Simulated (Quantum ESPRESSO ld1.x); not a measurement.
These are the eigenvalues of the occupied orbitals of an atom or ion with whole-number occupations (eV). Calculated with ld1.x of Quantum ESPRESSO 7.5: non-relativistic Kohn-Sham, LDA (Slater exchange, VWN5 correlation), spin-polarised, spherical densities, point nucleus.

orbital  eigenvalue
1s up      -8114.60
1s down    -8114.55
2s up      -969.803
2s down    -969.796
2p up      -848.894
2p down    -848.880
3s up      -116.584
3s down    -116.547
3p up      -79.6869
3p down    -79.6302
3d up      -18.5828
3d down    -18.3739
4s up      -13.7008

Which element is it, and in what charge state? The configuration may be excited.

Answer. Z = 28, nickel, charge +1: Ni+ in [Ar] 3d(up 4, down 4) 4s(up 1, down 0). The list shows which subshells hold electrons but not how many an open one holds; the 1s level, -298.21 hartree, gives Z - s = 24.4 by -(Z - s)^2/2, which with screening narrows Z to a few neighbours, and the depths of the outer levels then fix element, charge and occupations together.
